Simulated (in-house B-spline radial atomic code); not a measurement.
## LDA VWN5 excitations of Kr IX (Kr8+)

Method: LDA VWN5. Computed with an all-electron radial atomic-structure program (B-spline basis): linear response of the closed shell [Ar] 3d10 with the functional's adiabatic kernel; non-relativistic, point nucleus, no spin-orbit coupling, no double excitations, S, P, D and F terms only. Only terms of natural parity with L up to 3 were computed.

Without relativity these are model numbers for so heavy an element.

Command:
```bash
python run_td.py task.json out
```
Settings (radii: box in bohr, nucleus in fm):
```
Z                        36
electrons                28
configuration            [Ar] 3d10
hamiltonian              nr
method                   lda,vwn
box_radius               11.59
intervals                52
```

Run time, properties included: 0.6 s on 1 thread of Intel(R) Xeon(R) Platinum 8259CL CPU @ 2.50GHz (Skylake/Cascade Lake), with other jobs on the host.

The lowest states, in the order of their Tamm-Dancoff energies; the method's threshold (minus the highest occupied level) is 216.66 eV. Labels give the largest channel, * marks a mixed state, and oscillator strengths are full-response dipole values. Semilocal kernels can invert the small singlet-triplet splittings of Rydberg terms. Energies in eV:

| state | full response | Tamm-Dancoff | oscillator strength |
| --- | --- | --- | --- |
| 3d → 4s 3D | 83.63 | 83.64 | - |
| 3d → 4s 1D | ? | ? | - |
| 3d → 4p 3P | 101.17 | 101.19 | - |
| 3d → 4p 3F | 101.50 | 101.50 | - |
| 3d → 4p 1F | 102.05 | 102.05 | - |
| 3d → 4p 1P | 103.37 | 103.47 | 0.533 |
| 3d → 4d 3S | 129.39 | 129.43 | - |
| 3d → 4d 3D | 130.68 | 130.69 | - |
| 3d → 4d 1D | ? | ? | - |
| 3d → 4d 1S | 139.11 | 140.13 | - |

Task: Where does 3d → 4d 1D lie?

Result: At 131.61 eV in full response, 131.63 eV in Tamm-Dancoff.

Task: Where does 3d → 4s 1D lie?

Result: At 84.39 eV in full response, 84.40 eV in Tamm-Dancoff.

Task: How large is the singlet-triplet splitting of 3d → 4s (D terms) in Tamm-Dancoff?

Result: 0.76 eV, from the unrounded values.

Task: What polarisabilities and dispersion coefficient does the method give?

Result: Dipole 0.2095 bohr³, quadrupole 0.1417 bohr⁵, C6 0.2457 hartree·bohr⁶ for two such species.
